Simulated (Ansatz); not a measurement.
Born–Oppenheimer molecular dynamics of C2H2AlCl3 (8 atoms, charge 0, multiplicity 1). It starts from a relaxed structure.

These are results of RKS revPBE-D4/STO-3G in Ansatz, not measurements.

```yaml
ensemble: NVE (velocity Verlet)
time_step: 0.5 fs
steps_asked: 250
starting_velocities_drawn_for: 500 K
seed: 975902
```

First frame:

```xyz
8
Properties=species:S:1:pos:R:3
C -0.708 -0.168 -1.354
C 0.378 0.391 -1.204
H -1.678 -0.680 -1.406
H 1.333 0.919 -1.307
Cl 0.216 1.935 1.595
Al 0.144 -0.089 1.069
Cl -1.621 -1.134 1.499
Cl 1.935 -1.173 1.107
```

(1) How far do the bonds stretch over the last three quarters of this one trajectory? (Pairs bonded in most of those frames.)

## Answers

(1) 
```csv
bond,mean (Å),spread (Å),shortest,longest
C1–C2,1.236,0.027,1.19,1.29
C1–H3,1.100,0.019,1.06,1.14
C2–H4,1.099,0.019,1.06,1.14
C2–Al6,2.326,0.062,2.25,2.46
Cl5–Al6,2.094,0.021,2.05,2.13
Al6–Cl7,2.100,0.033,2.05,2.15
Al6–Cl8,2.102,0.023,2.06,2.13
```

Pairs bonded in part of these frames only: C1–Al6 16 %.

Mean temperature of the second half: 268 K. The conserved energy stayed within 0.19 meV per atom of its start (net change 0.094 meV per atom), so the integration is sound. Over the second half the temperature averaged 0.54 of the 500 K drawn at the start: a run that starts near a minimum puts about half its kinetic energy into the potential. A run of 0.12 ps of so small a system gives no equilibrium averages. Limits of this set-up: minimal basis.

The run took 8.1 min on 1 thread of Arm Neoverse V1 (shared host), peak memory 0.086 GiB.
